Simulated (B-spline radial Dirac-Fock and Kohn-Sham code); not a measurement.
How the levels of chlorine move as electrons are removed

Level of theory: ΔSCF Dirac-Fock with Breit, self-energy and vacuum polarisation, finite nucleus, configuration average; a radial B-spline solver. Each ion is free and in its tabulated ground configuration. Electron correlation is not included.

Reference: Cl¹¹⁺, [He] 2s2 2p2, with 1s 3299.2 eV. Shifts from it, in eV (a dash: the subshell is empty, belongs to an open shell averaged over j, or its hole state is left out as unreliable):

```tsv
ion	configuration	1s
Cl¹²⁺	[He] 2s2 2p1	+90.7
Cl¹³⁺	[He] 2s2	+185.7
Cl¹⁴⁺	[He] 2s1	–
Cl¹⁵⁺	1s2	+357.9
Cl¹⁶⁺	1s1	+647.2
```

Values without a named source are computed, but for edge energies of neutral atoms, which are taken from tables.
